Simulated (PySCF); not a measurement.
Neon: a sound run and one with changed settings

Sound run: Ne²⁺ [He] 2s2 2p4, Ne³⁺ [He] 2s2 2p3. Computed with PySCF 2.14 in cc-pVTZ, with no relativity, point nucleus. In the sound run the correlated levels freeze 1s2. The sound run starts from symmetry-adapted Hartree-Fock orbitals and uses a fine grid where one is needed.

A second run was set up differently.

```json
{"species": "Ne²⁺", "method": "MP2", "sound run (hartree)": "-126.50861", "changed run (hartree)": "-126.52057", "converged": "yes"}
{"species": "Ne²⁺", "method": "CCSD(T)", "sound run (hartree)": "-126.52429", "changed run (hartree)": "-126.53609", "converged": "yes"}
{"species": "Ne³⁺", "method": "MP2", "sound run (hartree)": "-124.19401", "changed run (hartree)": "-124.20529", "converged": "yes"}
{"species": "Ne³⁺", "method": "CCSD(T)", "sound run (hartree)": "-124.20798", "changed run (hartree)": "-124.21913", "converged": "yes"}
```

Ionisation energy of Ne²⁺:

```tsv
method	sound run (eV)	changed run (eV)
UHF	61.817	61.817
MP2	62.983	63.002
SCS-MP2	63.084	63.091
CCSD	63.014	63.031
CCSD(T)	63.030	63.048
```

What was changed?
A. a valence shell is frozen
B. all electrons correlated in a valence basis
C. too few SCF iterations
D. minimal basis

B. A valence basis has no tight correlating functions, so it recovers only part of the core correlation, and not evenly between atom and ion.
